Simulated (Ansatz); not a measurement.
Program: Ansatz. Geometries: PBE0-D4/def2-TZVP. ΔE: electronic, gas phase. CCSD(T)/CBS adds triple-zeta CCSD(T) − MP2 to the extrapolated MP2 energy (def2 sets, frozen cores). This one scheme is used for every species. DFT in def2-TZVPP. B3LYP here is the variant with VWN-RPA as its local correlation; programs differ in this. def2 core potentials past Kr. For Sn outer-core shells are correlated without core-valence functions, which leaves a few kJ/mol of doubt a bond. Each species was taken in one conformer, which may not be the lowest.

`N[SiH]([SiH3])[SnH3]` + H₂ → `[SiH3][SiH2][SnH3]` + NH₃  (hydrogenolysis of the Si–N bond)

| level | ΔE (kcal/mol) | difference from CCSD(T)/CBS |
| --- | --- | --- |
| revPBE-D4 | 2.9 | 0.8 |
| PBE0-D4 | 1.3 | -0.8 |
| B3LYP-D4 | 2.6 | 0.5 |
| CAM-B3LYP-D4 | 2.1 | 0.0 |
| PBE-QIDH | 1.2 | -0.9 |
| revPBE | -0.3 | -2.4 |
| r2SCANh | 1.8 | -0.3 |
| CAM-B3LYP | 0.8 | -1.3 |
| HF/def2-SVP | -4.1 | -6.2 |
| MP2/def2-SVP | -0.4 | -2.5 |
| MP2/def2-TZVPP | 3.0 | 0.9 |
| CCSD/def2-TZVPP | 0.5 | -1.6 |
| CCSD(T)/def2-TZVPP | 1.2 | -0.9 |
| HF/def2-QZVPP | -1.6 | -3.7 |
| MP2/def2-QZVPP | 3.5 | 1.4 |
| SCS-MP2/def2-QZVPP | 2.5 | 0.4 |
| CCSD(T)/CBS | 2.1 | 0 |

Largest T1 diagnostic among the species: 0.014.

The D4 term adds +2.3 kcal/mol with B3LYP and +1.3 kcal/mol with PBE0; it sums over pairs of atoms, weighted by their polarisabilities, and B3LYP, whose exchange is more repulsive, gets the larger term. At CCSD(T), def2-SVP lies −4.2 kcal/mol from the extrapolated value and def2-TZVPP −0.9 kcal/mol.
